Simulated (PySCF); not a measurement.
# How methods differ on the interval between two levels of Kr³⁺

Kr³⁺ [Ar] 3d10 4s2 4p3 [4S3/2, M_J = 3/2] → Kr³⁺ [Ar] 3d10 4s1 4p4 [4P5/2, M_J = 5/2], as a difference of total energies. Calculation: PySCF 2.14, in x2c-SVPall-2c with one added diffuse shell each of s, p, d type (6s7p4d, 47 functions); the two-component X2C-1e Hamiltonian. Correlated levels: [Ne] frozen. "Screened" scales the spin-orbit matrix elements by Boettger's factors to mimic the two-electron term; Breit and QED terms are absent.

| method | interval between two levels (cm⁻¹) |
| --- | --- |
| GHF (spin-free) | 125090 |
| GMP2 (spin-free) | 123580 |
| GHF (screened spin-orbit) | 123180 |
| GMP2 (screened spin-orbit) | 121670 |

The labels give the starting determinants; with spin-orbit coupling the two ends relaxed to ⟨J²⟩ = 3.75, ⟨L²⟩ = 0.04, ⟨S²⟩ = 3.71 and ⟨J²⟩ = 8.76, ⟨L²⟩ = 2.03, ⟨S²⟩ = 3.74.
